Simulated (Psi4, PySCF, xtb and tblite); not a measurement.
Torsional profile of SMILES [SiH3]CC[Si](C)(C)C (C5H16Si2). Scanned: dihedral Si2–C5–C6–Si7; all other coordinates were relaxed at GFN2-xTB. Points at φ and −φ are mirror images. Heavy atoms are numbered in the order of the SMILES C[Si](C)(C)CC[SiH3], hydrogens after them in the order of the atoms that carry them; the mirror image has the same energies with the sign of each dihedral reversed.

Levels of theory: RHF/LANL2DZ = restricted Hartree-Fock/LANL2DZ, with its core potentials past Ne // GFN2-xTB (PySCF); RHF/STO-3G = restricted Hartree-Fock/STO-3G // GFN2-xTB (PySCF); GFN2-xTB (xtb and tblite); PBE-D3(BJ)/def2-SVP // GFN2-xTB (Psi4).

Energies relative to the lowest point of each profile, in kcal/mol; the last columns give the difference from PBE-D3(BJ):

```
φ / °  RHF/LANL2DZ  RHF/STO-3G  GFN2-xTB  PBE-D3(BJ)/def2-SVP  RHF/LANL2DZ − PBE-D3(BJ)/def2-SVP  RHF/STO-3G − PBE-D3(BJ)/def2-SVP  GFN2-xTB − PBE-D3(BJ)/def2-SVP
-----  -----------  ----------  --------  -------------------  ---------------------------------  --------------------------------  ------------------------------
-160           0.6         0.8       0.6                  0.5                                0.2                               0.3                             0.1
-140           2.0         2.5       1.9                  1.6                                0.4                               0.9                             0.3
-120           2.8         3.4       2.5                  2.1                                0.8                               1.4                             0.4
-100           2.8         3.0       1.8                  1.4                                1.3                               1.6                             0.4
-80            2.8         2.6       1.0                  1.2                                1.6                               1.4                            -0.2
-60            3.1         2.8       0.8                  0.7                                2.4                               2.1                             0.1
-40            4.9         4.9       2.4                  1.9                                3.1                               3.1                             0.6
-20            7.3         7.7       4.7                  3.8                                3.5                               3.9                             0.9
0              8.7         9.3       6.1                  5.3                                3.5                               4.1                             0.9
20             7.3         7.7       4.7                  3.8                                3.5                               3.9                             0.9
40             4.9         4.9       2.4                  1.9                                3.1                               3.1                             0.6
60             3.1         2.8       0.8                  0.7                                2.4                               2.1                             0.1
80             2.8         2.6       1.0                  1.2                                1.6                               1.4                            -0.2
100            2.8         3.0       1.8                  1.4                                1.3                               1.6                             0.4
120            2.8         3.4       2.5                  2.1                                0.8                               1.4                             0.4
140            2.0         2.5       1.9                  1.6                                0.4                               0.9                             0.3
160            0.6         0.8       0.6                  0.5                                0.2                               0.3                             0.1
180            0.0         0.0       0.0                  0.0                                0.0                               0.0                             0.0
```

RHF/LANL2DZ is furthest from PBE-D3(BJ)/def2-SVP at -20 (3.5 kcal/mol, above); its mean absolute difference over the points is 1.7 kcal/mol.

RHF/STO-3G is furthest from PBE-D3(BJ)/def2-SVP at 0 (4.1 kcal/mol, above); its mean absolute difference over the points is 1.9 kcal/mol.

GFN2-xTB is furthest from PBE-D3(BJ)/def2-SVP at -20 (0.9 kcal/mol, above); its mean absolute difference over the points is 0.4 kcal/mol.
